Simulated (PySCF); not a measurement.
C₅HF₃.
Bonds: C1–C2 (triple), C2–C3, C3–C4 (triple), C4–C5, C5–F6, C5–F7, C5–F8. Hydrogens: H9 on C1.

Theory: PySCF 2.14.0, PBE0-D3(BJ)/def2-SVP geometry optimisation, gas phase.

List the bond lengths and angles at this level.

```json
{"bond": "C1≡C2", "length (pm)": "121.6"}
{"bond": "C2–C3", "length (pm)": "137.0"}
{"bond": "C3≡C4", "length (pm)": "121.4"}
{"bond": "C4–C5", "length (pm)": "146.7"}
{"bond": "C5–F6, C5–F7, C5–F8", "length (pm)": "133.2"}
{"bond": "C1–H9", "length (pm)": "107.5"}
```

Bonds in one row agree within 1 pm and their mean is given. A selection of angles:
```json
{"angle": "C1–C2–C3", "degrees": "179.8"}
{"angle": "C2–C3–C4", "degrees": "179.8"}
{"angle": "C3–C4–C5", "degrees": "179.7"}
{"angle": "C4–C5–F6", "degrees": "110.9"}
{"angle": "F6–C5–F7", "degrees": "107.9"}
```

All 3 C–F bonds measure 1.332 Å. The 4 C–C bonds span 1.214 Å (C3≡C4, drawn triple) to 1.467 Å (C4–C5, drawn single), a spread of 0.253 Å.

Point group: C3v (every atom within 0.08 Å of its image). No PBE0-D3(BJ)/def2-SVP frequencies stand behind this structure, so it isn't proved a minimum.

The run took 2.5 min wall, 1.7 min CPU on an Intel Xeon at 2.50 GHz with one thread, on a shared host, and the process peaked at 0.47 GiB of memory. This is the geometry optimisation.
